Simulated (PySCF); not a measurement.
# One molecule, several mistakes: AlBH2O2

Calculated results; nothing here was measured. The program is PySCF 2.14.0, an open-source quantum chemistry code, run on an isolated molecule that a program drew, which may never have been made. The molecule is AlBH2O2 (charge 0, singlet), drawn as the SMILES string `OB[O][Al]`.

Each row is a Hartree-Fock (HF) and frozen-core CCSD(T) single point in the cc-pV(D+d)Z basis, meant for a local HF minimum. Run 1 is clean. Each other run has one planted mistake out of seven kinds, and not every kind appears here: one electron removed, one electron added, multiplicity raised by two, geometry at a saddle point, minimal basis STO-3G, one bond length entered in bohr, all coordinates scaled. The reference is restricted for singlets and unrestricted otherwise, and also for a bond in bohr. Adding or removing an electron swaps singlet and doublet. Electrons count all cores. HOMO and LUMO are orbital energies over both spins, the gradient is its largest component, and the lowest frequency (negative if imaginary) is given only where the gradient is small. Bond lengths are over the 5 bonds as drawn. T1 is the CCSD diagnostic: over 0.02 (restricted) or 0.045 (unrestricted) a single reference is doubtful.

Geometry of the clean run:
```xyz
6
AlBH2O2, angstrom
O    -0.4140   -0.8769    1.4189
B    -0.4210   -1.2572    0.1148
O     0.6102   -1.9757   -0.3686
Al    2.0156   -2.8643   -0.7353
H    -1.1778   -0.3786    1.6621
H    -1.3438   -0.9525   -0.6006
```

```
run  electrons  basis functions  <S^2>  HOMO (eV)  LUMO (eV)  gradient (hartree/bohr)  lowest frequency (cm^-1)  mean bond (Å)  longest bond (Å)      T1  HF (hartree)  CCSD(T) (hartree)                          mistake
  1         36               75  0.000      -8.70       1.59                  3.8e-05                        56         1.3117             1.703  0.0164    -417.65975         -418.19444                         no fault
  2         37               75  0.776       0.75       6.74                  5.6e-02                         -         1.3117             1.703  0.0204    -417.61632         -418.15900               one electron added
  3         36               75  0.000      -8.41       1.74                  7.6e-02                         -         1.2251             1.590  0.0144    -417.62579         -418.14959           all coordinates scaled
  4         35               75  0.752     -16.85      -7.44                  7.1e-02                         -         1.3117             1.703  0.0218    -417.36476         -417.86622             one electron removed
  5         36               75  0.813      -8.25       1.34                  2.4e-02                         -         1.5513             2.545  0.0805    -417.45138         -417.99738  one bond length entered in bohr
  6         36               26  0.000      -5.21       9.47                  4.3e-02                         -         1.3117             1.703  0.0197    -412.35023         -412.53239                                ?
```

**Which mistake was planted in run 6, and what did it cost?**

It has 26 basis functions where the clean run has 75, with the same electrons and geometry. So the mistake is: minimal basis STO-3G. Subtracting run 1 and multiplying by 627.51 kcal/mol a hartree, the energy moved by 3331.8 kcal/mol in HF and 3553.0 kcal/mol in CCSD(T).

Cautions from the logs. Run 2: the HOMO is above zero, so the electron isn't bound and the energy depends on the basis; run 5: T1 is over the limit, so its CCSD(T) energy is less reliable.
